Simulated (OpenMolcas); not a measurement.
# What dynamic correlation does to the levels of Ga+

```yaml
Program: OpenMolcas
Basis: ANO-R3 [7s6p5d4f2g]
Scalar_Hamiltonian: X2C, finite nucleus
Active_space: 2 electrons in 4 orbitals (4s 4p)
State_averaging: 2S+1 = 3 even, 3 roots; 2S+1 = 1 even, 7 roots; 2S+1 = 3 odd, 3 roots; 2S+1 = 1 odd, 3 roots
Spin-orbit_coupling: RASSI with atomic mean-field integrals over the reference wave functions, term energies averaged over their components
```

Methods on the same reference wave functions:
A. CASSCF
B. SS-CASPT2, IPEA 0.25 Eh, imaginary shift 0.1 Eh (closed shells correlated: 3d)
C. MS-CASPT2, IPEA 0.25 Eh, imaginary shift 0.1 Eh (closed shells correlated: 3d)
D. XMS-CASPT2, IPEA 0.25 Eh, imaginary shift 0.1 Eh (closed shells correlated: 3d)

Energies in cm⁻¹ above 4s² ¹S₀, the measured ground level; measured values from NIST Handbook of Basic Atomic Spectroscopic Data.

```csv
Level,A,B,C,D,Measured
4s² ¹S₀,0.0,0.0,0.0,0.0,0.0
4s 4p ³P°₀,43023,46030,46370,47210,47368
4s 4p ³P°₁,43416,46430,46760,47600,47814
4s 4p ³P°₂,44218,47230,47570,48400,48750
4s 4p ¹P°₁,74154,70950,71290,71600,70701
4p² ³P₀,109934,114090,114430,115180,
4p² ³P₁,110354,114530,114860,115620,
4p² ³P₂,111084,115080,115420,116450,
4p² ¹D₂,119528,116670,117010,111890,107721
4p² ¹S₀,138466,133140,133820,133380,
```

Deviations, from unrounded energies. A percentage is the sum of absolute deviations over the sum of measured energies, with the sign that they share, or ± where signs differ.

```
           Against measurement  Levels     A     B     C     D
mean absolute deviation (cm-1)       5  5700  2700  2600  1200
      other configurations (%)       5  ±8.9  ±4.2  ±4.1  ±1.8
```

D lies closest to measurement on these levels and A furthest from it. The largest miss of D in the table is 4p² ¹D₂, by +4200 cm-1. The ranking rests on the paired levels alone, and a cruder setting can come out closer through cancelling errors.

Among B to D the level of the table that moves most is 4p² ¹D₂, by 5100 cm-1 (lowest in D, highest in C). Moves below CASPT2's spread within the term are not significant.

The lowest spin-free term lies below A's lowest term by 0.507 hartree in B, 0.508 hartree in C, 0.513 hartree in D.

Term energies are means over components that CASPT2 splits; among the terms shown or strongly mixed into the levels shown the widest spread is 870 cm-1 (4p² ¹D, D). Over all roots computed the reference weight is 0.90 to 0.95 in B, 0.90 to 0.95 in C, 0.81 to 0.95 in D; the roots of lowest weight are the least certain, and an intruder state may touch them. The ¹D term of p² mixes with s d, which this space lacks. Without dynamic correlation excited terms often stand tens of per cent too high (terms of higher spin than the ground term too low), and those without a measured partner can miss by more than the paired ones (holds for A). Computed and measured levels are paired by configuration, term and J; levels that our copy of the source lacks, or whose pairing is in doubt (as where it misses far off the trend of its configuration), stay unpaired and out of the deviations. Levels of configurations outside the active space are missing.

° marks odd parity.
